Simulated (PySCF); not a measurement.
## Continuum solvent and chemical shifts

Geometry (Å), atoms numbered from 1 in this order:
```xyz
25

C    -3.2426   -1.5060    0.6425
C    -1.9397   -1.7941    0.6422
C    -0.9784   -1.4192   -0.4365
P     0.3395   -0.3294    0.2345
O     1.0854   -0.9727    1.3691
C    -0.4639    1.2327    0.7028
C    -1.2208    1.9734   -0.3873
C     1.3973    0.0493   -1.2147
S     2.6428    1.3119   -0.8479
C     3.7496    0.3641    0.2258
H    -3.7152   -0.9809   -0.1943
H    -3.8866   -1.7931    1.4774
H    -1.4960   -2.3130    1.4997
H    -1.4794   -0.9433   -1.2944
H    -0.4401   -2.3107   -0.8040
H     0.3532    1.8468    1.1145
H    -1.1195    0.9647    1.5476
H    -1.6798    2.8890    0.0144
H    -2.0321    1.3639   -0.8140
H    -0.5535    2.2802   -1.2072
H     0.7904    0.4281   -2.0519
H     1.8771   -0.8872   -1.5455
H     4.4566    1.0858    0.6577
H     4.3114   -0.3823   -0.3558
H     3.1750   -0.1271    1.0238
```

GIAO PBE0/pcSseg-1 in PySCF 2.14.0 with density-fitted response routines on one PBE0-D3(BJ)/def2-SVP conformer, non-relativistic, equivalent nuclei averaged. Solvents enter as an IEF-PCM continuum (cyclohexane with ε = 2.0, chloroform with ε = 4.7) around the gas-phase geometry. Shifts are referred to TMS, CS2 computed in the same medium.

Gas phase, δ in ppm: C2 140.0, C1 125.3, C3 37.9, C8 30.5, C10 19.9, C6 19.0, C7 8.4, S9 -87.8, H13 6.31, H12 5.51, H11 5.34, H23/H24/H25 2.54, H15 2.42, H16 2.34. Dipole moment 2.95 D.

Q: How does each δ change in the continuum?

A: 
```
      atoms                                 environment  Δδ, cyclohexane  Δδ, chloroform
         C2                                   alkene CH             +0.4            +0.7
         C1                        terminal =CH2 carbon             +0.8            +1.5
         C3                 allylic sp3 CH2 bonded to P             +0.1            +0.2
         C8                   sp3 CH2 bonded to P and S              0.0            +0.1
        C10                   methyl carbon bonded to S             +0.2            +0.3
         C6                         sp3 CH2 bonded to P             +0.3            +0.7
         C7                               methyl carbon              0.0             0.0
         S9                              sulfide sulfur             -4.3            -7.9
        H13                    hydrogen on an alkene CH            -0.02           -0.05
        H12          hydrogen on a terminal =CH2 carbon            +0.06           +0.10
        H11          hydrogen on a terminal =CH2 carbon            +0.08           +0.17
H23/H24/H25     hydrogen on a methyl carbon bonded to S             0.00           -0.01
        H15  hydrogen on an allylic sp3 CH2 bonded to P            +0.09           +0.16
        H16          hydrogen on an sp3 CH2 bonded to P            -0.03           -0.08
```

Changes are relative to the gas phase. The dipole moment becomes 3.42 D in cyclohexane, 3.89 D in chloroform.

Q: Which nuclei move most (in ppm), and what does the model miss?

A: S9 (sulfide sulfur, -7.9 ppm) in chloroform. A continuum only polarises the solute; specific hydrogen bonds, the anisotropy of aromatic solvents and changes of geometry or conformer are outside it.
